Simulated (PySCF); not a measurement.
Electronic structure of Ru (ruthenium, neutral) at the M06-2X level

Configuration: [Kr] 4d7 5s1, high-spin 5F determinant. Computed with PySCF 2.14 in cc-pVTZ-PP with ECP28MDF (5s5p4d2f1g, 63 functions), with a scalar-relativistic core potential.

- Total energy: -94.3908 hartree
- One-electron energy: -164.6474 hartree
- Hartree (Coulomb) energy: 80.2815 hartree
- Exchange-correlation energy: -10.0249 hartree
- ⟨S²⟩: 6.0098
- ⟨L²⟩: 12.008
- Sum of ⟨r⟩: 24.25 bohr
- Sum of ⟨r²⟩: 49.19 bohr²
- Traceless quadrupole moment −½Σ⟨3z² − r²⟩ along its main axis: 0.0107 e·bohr²
- Time after the integrals: 3.5 s of wall time on 1 thread of Neoverse-N1 (shared host)

```tsv
shell	electrons	mean orbital energy (eV)	spread (eV)	rms radius, mean of both spins (bohr)
4s α	1	-85.697	0	1.10
4s β	1	-82.992	0	1.10
4p α	3	-53.960	0	1.22
4p β	3	-50.537	0.002	1.22
4d α	5	-9.145	0.549	1.88
4d β	2	-7.152	0.002	1.88
5s α	1	-5.838	0	3.62
```

Energies and moments cover only the electrons outside the core potential.
